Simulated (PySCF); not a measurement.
# Ionisation energy of W⁶⁹⁺ by level of theory

W⁶⁹⁺ [He] 2s2 2p1 [2p1/2^1, M_J = 1/2] → W⁷⁰⁺ [He] 2s2, as a difference of total energies. Calculation: PySCF 2.14, in an uncontracted even-tempered set (16 s from 56 bohr⁻², ratio 2.4; 13 p from 72 bohr⁻², ratio 2.4; 5 d from 230 bohr⁻², ratio 2.6; 4 f from 350 bohr⁻², ratio 2.6); the two-component X2C-1e Hamiltonian. Correlated levels: nothing frozen; the 28 highest virtual spinors dropped. "Screened" scales the spin-orbit matrix elements by Boettger's factors to mimic the two-electron term; Breit and QED terms are absent.

| method | ionisation energy (eV) | difference from reference (eV) |
| --- | --- | --- |
| GHF (spin-free) | 17794.8 | -1077.2 |
| GMP2 (spin-free) | 17794.6 | -1077.4 |
| GHF (screened spin-orbit) | 18851.0 | -21.0 |
| GMP2 (screened spin-orbit) | 18848.5 | -23.5 |

Reference: 18872 ± 3 eV (semi-empirical (NIST evaluation); NIST Atomic Spectra Database, ionization energies).

For this ion Breit and QED terms and the two-electron picture change, all absent here, outweigh the correlation shift from GHF to GMP2.

The spin-free rows lack the spin-orbit shift.
